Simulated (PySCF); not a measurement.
NbF₃, SMILES [F][Nb]([F])[F] (connectivity only; charge and spin as stated), neutral, multiplicity 3. Atoms are numbered in the order given.

```xyz
4

Nb     0.0000     0.0000    -0.0586
F      0.0000     0.0000    -1.9126
F      0.0000    -1.4853     1.0897
F      0.0000     1.4853     1.0897
```
Charge 0, spin multiplicity 3.

Coordinates come from a PBE0-D3(BJ)/def2-TZVP optimisation. The spin state was assumed, not searched. The def2 effective core potentials stand for the cores of Nb; spin–orbit coupling is left out.

Calculation: PySCF with PBE0-D3(BJ)/def2-TZVP.

Frequencies are harmonic and unscaled.

Computed normal modes with their intensities:
| mode | ν (cm⁻¹) | IR (km/mol) | moving atoms (share of kinetic energy) |
|---|---|---|---|
| 1 | 60 | 28.1 | F 80 %, Nb 20 % |
| 2 | 118 | 13.9 | F 62 %, Nb 38 % |
| 3 | 177 | 6.3 | F 90 %, Nb 10 % |
| 4 | 606 | 200.1 | F 82 %, Nb 18 % |
| 5 | 667 | 0.5 | F 100 % |
| 6 | 719 | 249.6 | F 72 %, Nb 28 % |
